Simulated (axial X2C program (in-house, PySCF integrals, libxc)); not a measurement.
What spin–orbit coupling does to SbF

All values were computed with an in-house all-electron X2C program for linear molecules (integrals from PySCF). Spin-free means the one-electron spin-free X2C Hamiltonian; two-component (2c) means X2C with spin–orbit coupling and atomic mean-field two-electron Coulomb and Gaunt terms, so the difference of the two also holds small scalar two-electron terms. Basis: Sb dyall-cv3z [11s12p8d4f1g], F dyall-av3z [7s6p3d2f] (cores contracted in-house); Gaussian nuclei, density fitting, unrestricted open shells. Masses: Sb 120.904 u, F 18.998 u.

Spin-free state: M_S = 1, Λ = 0 (beyond evenly filled blocks: π+α, π-α); fragments Sb + F.

```tsv
level	Re (Å)	ωe (cm⁻¹)	De (eV)	μ (D)
PBE0	1.921	609.2	4.128	-2.33
HF	1.897	647.1	2.226	-2.49
MP2	1.925	604.0	4.181	n/a
CCSD	1.916	619.3	4.012	n/a
CCSD(T)	1.921	610.6	n/a	n/a
r2SCAN	1.925	605.6	4.272	-2.20
```

Correlated methods: 22 electrons correlated (number of frozen shells: Sb 4 s, 3 p, 1 d; F 1 s), 256 virtual spin orbitals or spinors in MP2, 110 natural virtuals in coupled cluster.

Dipoles are positive if F is the positive end.

Two-component determinant lowest at the distance of the search:

Ω = 1 (⟨Sz⟩ = 1.00, ⟨Lz⟩ = 0.00 at HF); fragments Sb + F.

| level | Re (Å) | ωe (cm⁻¹) | De (eV) | μ (D) |
| --- | --- | --- | --- | --- |
| PBE0 | 1.923 | 606.7 | 4.067 | -2.34 |
| HF | 1.899 | 644.7 | 2.176 | -2.50 |
| MP2 | 1.926 | 601.5 | 4.129 | n/a |
| CCSD | 1.918 | 616.9 | 3.956 | n/a |
| CCSD(T) | 1.923 | 608.3 | n/a | n/a |
| r2SCAN | 1.926 | 603.6 | 4.230 | -2.21 |

(1) From the two tables, how do the constants change at the CCSD(T) level (2c against spin-free)?

The state is a single determinant with fixed occupations, the lowest that a limited PBE0 search found. De is counted from the lowest determinant-based energies of the atoms at the same level, without counterpoise correction. De is not given where an atomic determinant may have missed its ground term or J level, or where the truncated virtual space spoils (T). Density functionals use the spin component along the axis (collinear). Coupled cluster ran in a truncated set of natural virtual spinors; the MP2 energy of the rest was added. (T) has no such correction and the atoms are truncated less, which lowers De at CCSD(T) by a hundredth of an eV or more. The 2c atoms are single determinants rather than J levels; their spin–orbit lowering is only partly caught, and De is too large by that part. This holds for PBE0, r2SCAN. Other states lie close and PBE0, whose exact exchange favours high spin, may order them wrongly; the determinant shown need not be the ground state. The nearest other spin-free determinant of the search, M_S = 0, Λ = 2, lies 0.85 eV up at the distance of the search. The functionals have no current-density term, which raises determinants with orbital currents, atoms included. With several unpaired electrons one determinant need not be a pure state. Open-shell Ω = 0 determinants with evenly filled partner blocks cannot be reached by this program, so the Ω shown need not be the lowest component. This is the Ω = 1 component of a π² triplet; the 0⁺ component is not one determinant and can lie lowest.

Results:

(1) At the CCSD(T) level Re goes up by 0.002 Å and ωe falls by 2.3 cm⁻¹.
